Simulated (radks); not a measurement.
Spherical quantum dot in the effective-mass picture: electrons in a hard-walled sphere of radius 2.14, with a point charge +2 (a donor) at the centre, all in effective atomic units (hartree* = m*/eps^2 hartree, bohr* = eps/m* bohr), one dielectric constant everywhere. Method: non-relativistic Kohn-Sham, PBEsol, spin-polarised, spherical densities; computed with a radial shooting solver with Libxc functionals. Levels are named by radial order and angular momentum (1s, 1p, 1d, 2s, ...), and open shells are averaged over m.

N = 22, configuration 1s2 1p6 1d10 2s2 1f(up 2, down 0). This is the lowest configuration that the search found. Occupied and some empty levels:

level,occupation,eigenvalue (hartree*),<r> (bohr*)
1s up,1,13.189,1.180
1s down,1,13.222,1.172
1p up,3,14.090,1.404
1p down,3,14.136,1.401
1d up,5,15.233,1.485
1d down,5,15.284,1.483
2s up,1,15.571,0.9185
2s down,1,15.592,0.9245
1f up,2,16.706,1.541
1f down,0,16.760,1.541
1g up,0,18.493,1.586
2p up,0,18.519,1.093
2p down,0,18.542,1.094
1g down,0,18.548,1.585
2d up,0,21.063,1.208
2d down,0,21.092,1.208

Energy (hartree*): total 176.896, kinetic 75.072, external -38.113, Hartree 156.44, exchange-correlation -16.498.
